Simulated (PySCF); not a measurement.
Start geometry of `C[SiH2][Se][SiH2]Cl` from GFN2-xTB (Å):
```
atom  x, y, z in Å
C1    -1.746    0.693    0.324
Si2   -1.057   -0.831   -0.519
Se3    0.709   -1.635    0.711
Si4    2.265    0.062    0.500
Cl5    3.965   -0.549    1.281
H6    -2.688    1.039   -0.169
H7    -1.055    1.546    0.280
H8    -1.976    0.531    1.360
H9    -0.545   -0.511   -1.834
H10   -1.985   -1.953   -0.514
H11    2.398    0.351   -0.904
H12    1.755    1.228    1.241
```

Question: What comes out of this run: PBE0-D3(BJ)/def2-SVP geometry optimisation, gas phase (PySCF)?

Answer: 
```
atom  x, y, z in Å
C1    -1.8110    0.6922   -0.0674
Si2   -0.8234   -0.8861   -0.2557
Se3    0.5348   -1.2457    1.5723
Si4    2.1588    0.1558    0.8512
Cl5    3.2658   -0.6505   -0.7025
H6    -2.4761    0.8280   -0.9355
H7    -1.1427    1.5642   -0.0066
H8    -2.4256    0.6623    0.8443
H9     0.0493   -0.8320   -1.4660
H10   -1.7108   -2.0830   -0.3256
H11    1.5780    1.4297    0.3417
H12    3.0692    0.3983    2.0008
```

The energy falls by 32.4 kJ/mol over 25 energy and gradient evaluations, the largest force component goes from 0.0502 to 2.8e-04 Eh/bohr, and the atoms move by 1.082 Å rms after alignment. The bond that changes most is Si4–Cl5 (chlorine-bound silicon to silicon-bound chlorine), which lengthens by 0.103 Å. Bonds longer at the end by more than 0.005 Å: 7 of 11; shorter: 2. Among the angles that change most is Si2–Se3–Si4, from 102.2° to 94.2°. Among the dihedrals that turn most is Si2–Se3–Si4–H12, from 69° to 167°. Rotational constants go from 3373, 753.9, 657.3 to 2032, 942.3, 772.0 MHz. The orientation of the end geometry is arbitrary; only internal coordinates are fixed.

The run used 135 basis functions and 163 SCF cycles in all.

Stationary, but not proved a minimum. The numbers are those of one conformer.
